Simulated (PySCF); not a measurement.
A GIAO shielding run with PySCF (density fitting, non-relativistic, gas phase) on `CC(C)c1snnc1C(F)(F)F`, C$_{6}$H$_{7}$F$_{3}$N$_{2}$S:

```
$ OMP_NUM_THREADS=1 python probes_run.py task.json out

{"job": {"kind": "nmr", "xc": "PBE0", "basis": "pcSseg-1"}, "charge": 0, "multiplicity": 1}
C     -1.864946    -0.599454    -0.778328
C     -0.852265    -0.113516     0.261577
C     -1.468071     0.943612     1.181432
C      0.339538     0.453127    -0.426246
S      0.278976     1.805625    -1.479586
N      1.910834     1.734018    -1.754169
N      2.481322     0.806938    -1.138267
C      1.663897     0.055400    -0.380722
C      2.192189    -1.091731     0.416991
F      1.940516    -0.942252     1.733855
F      1.605422    -2.254954     0.067436
F      3.502695    -1.263003     0.287380
H     -2.222183     0.234676    -1.379281
H     -2.713106    -1.059642    -0.279027
H     -1.410655    -1.337429    -1.435764
H     -0.529716    -0.965772     0.867742
H     -2.309985     0.517934     1.720261
H     -0.735827     1.291218     1.906772
H     -1.818438     1.794455     0.600484
```

Hardware: 1 thread of an Arm Neoverse V2, shared host. The job also computes population analyses, field gradients, ring-centre shieldings.

(1) How large is the calculation?

(2) How long does it take, and how much memory does it need?

Answers

(1) 100 electrons, 246 basis functions and 1288 auxiliary functions.

(2) 77 s of wall time, with 15 SCF cycles and 5 response iterations; peak memory 1.1 GiB. Times on a shared host scatter by some tens of per cent.
